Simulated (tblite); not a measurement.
Species: C5H3N2P.
InChI=1S/C5H3N2P/c6-3-5-1-2-8-4-7-5/h1-2,4H

Calculated harmonic vibrations of the isolated species, GFN2-xTB (tblite), most abundant isotopes, no scaling. Against measured fundamentals such values can be off by several per cent, at times by over 20.

Harmonic wavenumbers (cm⁻¹): 87.9, 137.9, 240.6, 303.7, 370.0, 496.1, 499.8, 578.6, 630.3, 674.3, 778.6, 796.0, 821.1, 844.6, 911.7, 949.3, 1162.3, 1211.1, 1254.5, 1336.9, 1375.2, 1436.1, 1521.3, 2373.5, 3001.4, 3033.0, 3062.5.

A = 5309, B = 1180, C = 965.3 MHz; mass 122.003 u (most abundant isotopes); point group Cs, symmetry number 1.

Problem. Zero-point energy?

Solution. Half the sum of the wavenumbers: 14944 cm⁻¹ = 178.77 kJ/mol.

Problem. What is S at 350 K and 1 bar for an ideal gas of classical rigid rotors and harmonic oscillators?

Solution. Translation 172.10, rotation 120.68, vibration 74.80: S = 367.6 J/(mol K).

Problem. And Cp and H(350 K) − H(0)?

Solution. Cp = 125.60 J/(mol K), of which vibrations give 92.35 (their classical limit is 27 R = 224.5); H(350 K) − H(0) = 26.70 kJ/mol without the zero-point energy, 15.06 from vibrations.

Problem. How do the functions run with temperature in this model?

Solution. 
```csv
T (K),S (J/(mol K)),Cp (J/(mol K)),H − H(0) (kJ/mol),G − H(0) (kJ/mol),ln q(vib)
100,264.0,54.1,4.18,-22.23,0.53
200,310.1,82.7,10.98,-51.03,1.71
300,349.3,112.3,20.75,-84.03,3.09
500,418.1,157.7,48.09,-160.96,6.08
800,501.4,195.7,101.73,-299.42,10.50
1000,546.8,210.6,142.45,-404.36,13.22
```

q(vib) and H(0) count from the zero-point level.

Problem. Blend soft modes into free rotors: weight 1/[1 + (100 cm⁻¹/ν̃)⁴] for the oscillator and the rest for a rotor with moment μB/(μ + B), μ = h/(8π²ν), B = 10⁻⁴⁴ kg m². What vibrational entropy results?

Solution. 72.13 J/(mol K) in place of 74.80, which changes −T·S at 350 K by +0.93 kJ/mol.

Problem. What must be added to the electronic energy to get the Gibbs energy at 350 K and 1 bar?

Solution. ZPE + [H(350 K) − H(0)] − T·S = 178.77 + 26.70 − 128.65 = 76.82 kJ/mol.

Hindered rotation and anharmonicity are outside this model.
